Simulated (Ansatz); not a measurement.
Two isomers of BClH5NOSi: A = `N[SiH2]B(O)Cl`, B = `N[SiH](Cl)BO`.

Program: Ansatz. Geometries: PBE0-D4/def2-TZVP. ΔE: electronic, gas phase. CBS: MP2 limit from def2 TZ/QZ plus the TZ coupled-cluster correction, frozen cores. DFT in def2-TZVPP. B3LYP here is the variant with VWN-RPA as its local correlation; programs differ in this. One conformer a species, not always the lowest.

A:

```xyz
10

N    -0.245   -1.958    0.177
Si    0.686   -0.561   -0.222
B    -0.227    1.233    0.064
O     0.260    2.365   -0.474
Cl   -1.695    1.329    1.074
H    -0.966   -2.249   -0.464
H    -0.563   -2.073    1.126
H     1.914   -0.560    0.623
H     1.080   -0.683   -1.652
H    -0.244    3.157   -0.251
```

B:

```xyz
10

N     0.870    1.497   -0.079
Si   -0.003    0.364    0.847
Cl   -1.943    0.963    1.365
B    -0.303   -1.326   -0.219
O    -0.173   -1.236   -1.561
H     0.693    1.569   -1.068
H     1.176    2.376    0.308
H     0.685    0.217    2.153
H    -0.631   -2.371    0.282
H    -0.372   -2.053   -2.029
```

Q: Which is lower in electronic energy at CCSD(T)/CBS, and by how much? (Estimate.)

A: Ansatz gave: B, by 4.3 kcal/mol.

Q: Give E(B) − E(A) in kcal/mol with HF/def2-TZVPP, B3LYP-D4, PBE0-D4, CCSD(T)/def2-TZVPP, PBE-D4, r2SCAN-D4, B3LYP. (An estimate is asked.)

A: Ansatz gave: HF/def2-TZVPP -5.4, B3LYP-D4 -4.3, PBE0-D4 -3.6, CCSD(T)/def2-TZVPP -3.5, PBE-D4 -3.1, r2SCAN-D4 -3.3, B3LYP -4.2. None reverses the order clearly.

Largest T1 diagnostic: 0.012.

In def2-TZVPP, CCSD(T) changes the Hartree–Fock value by +1.8 kcal/mol (the triples alone add +0.4 kcal/mol) and MP2 by +1.4 kcal/mol.
